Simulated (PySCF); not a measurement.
C3H4BrF.

```xyz
9

F     -1.5258     1.0419     0.0000
C     -0.2059     0.7464     0.0000
Br     0.0845    -1.1677     0.0000
C      0.7036     1.6381     0.7653
C      0.7036     1.6381    -0.7653
H      1.5557     1.1958     1.2859
H      0.2281     2.4824     1.2725
H      1.5557     1.1958    -1.2859
H      0.2281     2.4824    -1.2725
```

Geometry: B3LYP-D3(BJ)/def2-SVP.

Method: PySCF with KT2/pcSseg-1. Non-relativistic, no solvent.

Computed absolute GIAO shielding of each atom: isotropic value and principal components (ppm):
```json
[
 {"atom": "F1", "σ(iso)": "297.4", "σ11": "184.0", "σ22": "265.5", "σ33": "442.7", "span": "258.7"},
 {"atom": "C2", "σ(iso)": "78.6", "σ11": "41.2", "σ22": "65.0", "σ33": "129.7", "span": "88.5"},
 {"atom": "Br3", "σ(iso)": "1915.6", "σ11": "1042.9", "σ22": "1754.2", "σ33": "2949.7", "span": "1906.9"},
 {"atom": "C4", "σ(iso)": "162.3", "σ11": "122.8", "σ22": "168.6", "σ33": "195.6", "span": "72.8"},
 {"atom": "C5", "σ(iso)": "162.3", "σ11": "122.8", "σ22": "168.6", "σ33": "195.6", "span": "72.8"},
 {"atom": "H6", "σ(iso)": "29.9", "σ11": "24.4", "σ22": "28.5", "σ33": "37.0", "span": "12.5"},
 {"atom": "H7", "σ(iso)": "29.7", "σ11": "25.1", "σ22": "26.6", "σ33": "37.3", "span": "12.2"},
 {"atom": "H8", "σ(iso)": "29.9", "σ11": "24.4", "σ22": "28.5", "σ33": "37.0", "span": "12.5"},
 {"atom": "H9", "σ(iso)": "29.7", "σ11": "25.1", "σ22": "26.6", "σ33": "37.3", "span": "12.2"}
]
```
